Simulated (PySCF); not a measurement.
Delta-SCF ions had no search for a lower state. Excitations are Tamm–Dancoff values on a coarser integration grid. The basis has no diffuse functions, so Rydberg states are missing or too high.

Cartesian coordinates (Å):
```xyz
11

C      1.9474    -0.5194     0.5580
Si     0.9070     1.0298     0.1513
Si    -1.2070     0.6281    -0.4465
N     -2.2909    -0.4777     0.2928
H      1.4366    -1.1468     1.3017
H      2.1640    -1.1258    -0.3311
H      2.9043    -0.2009     0.9975
H      1.4658     1.6779    -1.0941
H     -2.0583     1.7871    -0.8710
H     -1.9958    -1.3696     0.6745
H     -3.2729    -0.2827     0.4559
```
Charge 0, multiplicity 1.

Question: Estimate the S1 oscillator strength, HOMO–LUMO gap, dipole moment, vertical ionisation energy (Delta-SCF), LUMO, T1 excitation (TDA), S1 excitation (TDA) and HOMO that PBE-D3(BJ)/def2-TZVP in PySCF returns for this input.

Answer: 
```yaml
S1 oscillator strength: 0.020
HOMO–LUMO gap: 2.31 eV
dipole_moment: 2.78 D
vertical ionisation energy (Delta-SCF): 7.14 eV
LUMO: -2.22 eV
T1 excitation (TDA): 1.61 eV
S1 excitation (TDA): 3.55 eV
HOMO: -4.53 eV
```
